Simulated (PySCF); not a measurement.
## Electron correlation in Cu (copper, neutral)

[Ar] 3d9 4s2, 2D determinant (an excited configuration). All numbers are calculated (PySCF 2.14, the spin-free X2C one-electron Hamiltonian (Gaussian nucleus), in x2c-TZVPPall with one added diffuse shell each of s, p, d, f type (7s6p5d3f1g, 80 functions)). Frozen: [Ar]; 11 electrons correlated.

MP2 pair energies summed by pair of shells (mhartree):

```json
{"pair": "3d-3d", "energy": "-335.34", "share (%)": "82.7"}
{"pair": "3d-4s", "energy": "-46.76", "share (%)": "11.5"}
{"pair": "4s-4s", "energy": "-23.27", "share (%)": "5.7"}
```

Total MP2 correlation energy: -405.38 mhartree.

Same-spin part -141.93 and opposite-spin part -263.44 mhartree; SCS-MP2 scales them by 1/3 and 6/5 to -363.44 mhartree.
